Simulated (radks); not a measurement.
Q: Nb II, configuration [Kr] 4d3 5p1 (not the ground configuration). Calculated with a radial shooting solver on a logarithmic mesh with Libxc functionals: scalar-relativistic Kohn-Sham, PBE, spin-unpolarised, spherical densities, finite nucleus; Fermi nuclear charge, rms radius 4.324 fm. Some entries of the table are withheld. Estimate them.

orbital  occ.  eigenvalue (eV)  <r> (bohr)  <1/r> (bohr^-1)
1s          2        -18818.73     0.03609            42.40
2s          2        -2641.586      0.1580              (1)
2p          6        -2359.870      0.1377              (2)
3s          2        -449.7200      0.4432            3.252
3p          6        -357.6194      0.4458            3.091
3d         10        -207.0760      0.4330            2.854
4s          2         -69.0041       1.155            1.175
4p          6         -44.9921       1.292            1.036
4d          3         -12.4337       1.915           0.6980
5p          1          -7.1150         (3)              (4)

A: 
(1) 2s <1/r> (bohr^-1): 9.526
(2) 2p <1/r> (bohr^-1): 9.272
(3) 5p <r> (bohr): 4.055
(4) 5p <1/r> (bohr^-1): 0.3124
